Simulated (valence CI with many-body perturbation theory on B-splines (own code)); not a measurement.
**E1 transitions of Ru¹³⁺**

Calculated by configuration interaction combined with many-body perturbation theory (CI+MBPT): three valence electrons over a frozen Dirac-Fock core [Ar] 3d10, radial functions for each j: 11 s, 11 p, 9 d, 7 f, 5 g, 2 h, 1 i, with the one-electron correlation potential Σ1, the two-electron term Σ2, the three-electron term Σ3, Breit, model QED; selected CI, second order for the rest (own B-spline code, finite nucleus).

No measured levels were compared; by estimate levels hold to about 250 cm⁻¹ or 0.2 % of their energy and the worst to 1 %, as in measured heavy ions of charge 2 to 7; those with d or f electrons hold less well.

Lines 201 to 250 of 278 in falling wavelength, among levels below 1109000 cm⁻¹, chosen from the strongest by gf and those to the six lowest levels. Wavelengths and rates use the calculated energies, so an error of 1000 cm⁻¹ moves a line at 20.16 nm by 0.2 % and its rate by three times that or more. Electric multipoles are in the length gauge, E1 and E2 with the static RPA response of the core. Weak lines are less certain than strong ones. Lines between different terms over intervals too small for the method are left out, as are lines whose strength nearly cancels. Where a level lies close to another of its J and parity, the split of strength between their lines is uncertain. The highest levels of a list are the least certain.

Names give the largest LS component (configuration and term), which can be under half, so a name can repeat, a term be missing and a line seem to break the LS rules; names also repeat where a configuration has a term twice. Letters in brackets count levels of one name in rising energy.

| λ vac (nm) | Upper | Lower | A (s⁻¹) | S (a.u.) |
| --- | --- | --- | --- | --- |
| 20.16 | 4p2 4d 2D_5/2 | 4p3 4S°_3/2 [a] | 6.28e+10 | 1.52e+00 |
| 20.11 | 4p2 4d 2F_7/2 [b] | 4p3 2D°_5/2 | 1.25e+11 | 4.00e+00 |
| 20.08 | 4s 4p 4d 2F°_5/2 [a] | 4s 4p2 4P_5/2 | 8.07e+07 | 1.93e-03 |
| 20.07 | 4s 4p 4d 4P°_3/2 | 4s 4p2 4P_3/2 | 2.56e+10 | 4.09e-01 |
| 19.99 | 4s 4p 4d 4D°_5/2 [b] | 4s 4p2 4P_3/2 | 9.50e+09 | 2.25e-01 |
| 19.95 | 4s 4p 4d 2P°_3/2 [b] | 4s 4p2 2P_1/2 | 1.80e+10 | 2.83e-01 |
| 19.74 | 4s 4p 4d 2F°_5/2 [b] | 4s 4p2 2D_3/2 | 9.03e+10 | 2.06e+00 |
| 19.53 | 4p2 4d 2F_5/2 [b] | 4p3 4S°_3/2 [a] | 1.58e+10 | 3.48e-01 |
| 19.47 | 4p2 4d 2S_1/2 | 4p3 4S°_3/2 [b] | 1.62e+10 | 1.18e-01 |
| 19.44 | 4s 4p 4d 2F°_5/2 [a] | 4s 4p2 4P_3/2 | 1.26e+09 | 2.73e-02 |
| 19.43 | 4s 4p 4d 2D°_3/2 [a] | 4s 4p2 4P_1/2 | 5.46e+09 | 7.91e-02 |
| 19.40 | 4s 4p 4d 4P°_1/2 | 4s 4p2 4P_1/2 | 2.10e+08 | 1.51e-03 |
| 19.36 | 4s 4p 4d 2P°_1/2 [a] | 4s 4p2 2D_3/2 | 2.45e+07 | 1.75e-04 |
| 19.29 | 4s 4p 4d 4P°_3/2 | 4s 4p2 4P_1/2 | 1.14e+09 | 1.62e-02 |
| 19.07 | 4s 4p 4d 2F°_7/2 [a] | 4s 4p2 4P_5/2 | 5.08e+09 | 1.39e-01 |
| 18.92 | 4s 4p 4d 2P°_1/2 [b] | 4s 4p2 2D_3/2 | 1.19e+09 | 7.97e-03 |
| 18.67 | 4s 4p 4d 2D°_3/2 [b] | 4s 4p2 2D_3/2 | 1.35e+09 | 1.73e-02 |
| 18.64 | 4s 4p 4d 2P°_3/2 [b] | 4s 4p2 2D_3/2 | 2.55e+09 | 3.26e-02 |
| 18.63 | 4s 4p 4d 2P°_3/2 [a] | 4s 4p2 4P_5/2 | 4.36e+07 | 5.56e-04 |
| 18.52 | 4s 4p 4d 2D°_5/2 | 4s 4p2 2D_3/2 | 1.83e+08 | 3.44e-03 |
| 18.33 | 4s 4p 4d 2F°_7/2 [b] | 4s 4p2 4P_5/2 | 5.24e+09 | 1.27e-01 |
| 18.24 | 4s 4p 4d 2F°_5/2 [b] | 4s 4p2 4P_5/2 | 1.46e+08 | 2.63e-03 |
| 18.08 | 4s 4p 4d 2P°_3/2 [a] | 4s 4p2 4P_3/2 | 3.50e+08 | 4.08e-03 |
| 17.72 | 4s 4p 4d 2F°_5/2 [b] | 4s 4p2 4P_3/2 | 2.17e+08 | 3.57e-03 |
| 17.45 | 4s 4p 4d 2P°_3/2 [a] | 4s 4p2 4P_1/2 | 2.14e+09 | 2.25e-02 |
| 17.41 | 4s 4p 4d 2P°_1/2 [a] | 4s 4p2 4P_3/2 | 2.12e+08 | 1.11e-03 |
| 17.33 | 4s 4p 4d 2D°_3/2 [b] | 4s 4p2 4P_5/2 | 1.00e+06 | 1.03e-05 |
| 17.30 | 4s 4p 4d 2P°_3/2 [b] | 4s 4p2 4P_5/2 | 5.07e+07 | 5.18e-04 |
| 17.20 | 4s 4p 4d 2D°_5/2 | 4s 4p2 4P_5/2 | 2.47e+08 | 3.72e-03 |
| 17.06 | 4s 4p 4d 2P°_1/2 [b] | 4s 4p2 4P_3/2 | 2.06e+04 | 1.01e-07 |
| 17.01 | 4s2 5p 2P°_1/2 | 4s2 4d 2D_3/2 | 5.44e+10 | 2.64e-01 |
| 16.86 | 4s 4p 4d 2D°_3/2 [b] | 4s 4p2 4P_3/2 | 2.37e+08 | 2.24e-03 |
| 16.83 | 4s 4p 4d 2P°_3/2 [b] | 4s 4p2 4P_3/2 | 5.29e+06 | 4.97e-05 |
| 16.82 | 4s 4p 4d 2P°_1/2 [a] | 4s 4p2 4P_1/2 | 5.12e+08 | 2.40e-03 |
| 16.76 | 4s2 5p 2P°_3/2 | 4s2 4d 2D_5/2 | 4.64e+10 | 4.31e-01 |
| 16.73 | 4s 4p 4d 2D°_5/2 | 4s 4p2 4P_3/2 | 1.86e+08 | 2.58e-03 |
| 16.49 | 4s 4p 4d 2P°_1/2 [b] | 4s 4p2 4P_1/2 | 3.16e+07 | 1.40e-04 |
| 16.30 | 4s 4p 4d 2D°_3/2 [b] | 4s 4p2 4P_1/2 | 6.42e+07 | 5.49e-04 |
| 16.28 | 4s 4p 4d 2P°_3/2 [b] | 4s 4p2 4P_1/2 | 3.54e+06 | 3.01e-05 |
| 15.58 | 4s2 4f 2F°_5/2 | 4s 4p2 2D_3/2 | 2.33e+09 | 2.61e-02 |
| 14.65 | 4s2 4f 2F°_7/2 | 4s 4p2 4P_5/2 | 3.25e+08 | 4.04e-03 |
| 14.63 | 4s2 4f 2F°_5/2 | 4s 4p2 4P_5/2 | 1.87e+07 | 1.74e-04 |
| 14.29 | 4s2 4f 2F°_5/2 | 4s 4p2 4P_3/2 | 2.79e+07 | 2.41e-04 |
| 12.92 | 4s2 5p 2P°_1/2 | 4s 4p2 2D_3/2 | 1.35e+10 | 2.88e-02 |
| 12.67 | 4s2 5p 2P°_3/2 | 4s 4p2 2D_3/2 | 1.78e+09 | 7.15e-03 |
| 12.04 | 4s2 5p 2P°_3/2 | 4s 4p2 4P_5/2 | 2.22e+09 | 7.66e-03 |
| 12.03 | 4s2 5p 2P°_1/2 | 4s 4p2 4P_3/2 | 2.68e+08 | 4.61e-04 |
| 11.81 | 4s2 5p 2P°_3/2 | 4s 4p2 4P_3/2 | 2.65e+05 | 8.62e-07 |
| 11.74 | 4s2 5p 2P°_1/2 | 4s 4p2 4P_1/2 | 1.12e+07 | 1.80e-05 |
| 11.54 | 4s2 5p 2P°_3/2 | 4s 4p2 4P_1/2 | 1.10e+08 | 3.33e-04 |
